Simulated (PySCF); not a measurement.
wavenumber (cm⁻¹), absorption (km/mol per cm⁻¹) and a bar:
```
        0      0.019 
       33      0.020 
       66      0.022 
       99      0.024 
      132      0.027 
      165      0.030 
      198      0.034 
      231      0.040 
      264      0.047 
      297      0.060 
      330      0.088 
      363      0.176 
      396      0.164 
      429      0.153 
      462      0.214 
      495      0.384 
      528      0.956 #
      561      3.211 ###
      594      1.822 ##
      627      0.596 #
      660      0.298 
      693      0.197 
      726      0.156 
      759      0.139 
      792      0.136 
      825      0.142 
      858      0.155 
      891      0.177 
      924      0.210 
      957      0.258 
      990      0.329 
     1023      0.440 
     1056      0.623 #
     1089      0.953 #
     1122      1.639 ##
     1155      3.410 ####
     1188      9.892 ##########
     1221     28.716 ##############################
     1254     10.550 ###########
     1287      3.561 ####
     1320      1.688 ##
     1353      0.972 #
     1386      0.629 #
     1419      0.440 
     1452      0.325 
     1486      0.249 
     1519      0.198 
     1552      0.161 
     1585      0.133 
     1618      0.112 
     1651      0.096 
     1684      0.083 
     1717      0.072 
     1750      0.063 
     1783      0.056 
     1816      0.050 
     1849      0.045 
     1882      0.041 
     1915      0.037 
     1948      0.034
```

This is the computed harmonic infrared spectrum of doublet IH4, Lorentzian lines of 49 cm⁻¹ full width. Computed with UPBE0/[I def2-TZVP with ECP28, H def2-TZVP], scalar-relativistic core potentials, density fitting, no spin–orbit coupling, PySCF.

Which bands make it up, and how are they assigned?

In D4h symmetry, counting bands above 1 % of the strongest: 570 cm⁻¹ (eu, mixed, 273 km/mol); 1222 cm⁻¹ (eu, stretch, 2212 km/mol).

Only a few start shapes were tried, so a lower isomer may exist. No spin–orbit coupling is included, which matters more the heavier the element.
